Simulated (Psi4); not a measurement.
Pair of molecules, SMILES F with SMILES [SiH4] (the first has 2 atoms); geometry from B3LYP-D3(BJ)/def2-TZVP, rigid monomers moved along the line of their centres of mass till H2···H4 is 3.12 Å.
(charge 0, multiplicity 1):
```xyz
7

F     -0.202    -0.429    -0.468
H     -0.101    -0.770     0.391
Si     0.024     0.366     4.447
H      0.110    -0.787     3.507
H      1.112     1.314     4.133
H      0.178    -0.167     5.818
H     -1.294     1.011     4.285
```

The numbers are results of SAPT0/jun-cc-pV(D+d)Z (Psi4), not measurements.

Which attractive term is largest, and how does the interaction split up?

electrostatics -8.1, exchange 1.5, induction -4.0, dispersion -3.6, total -14.2 meV; the largest attraction is electrostatics.
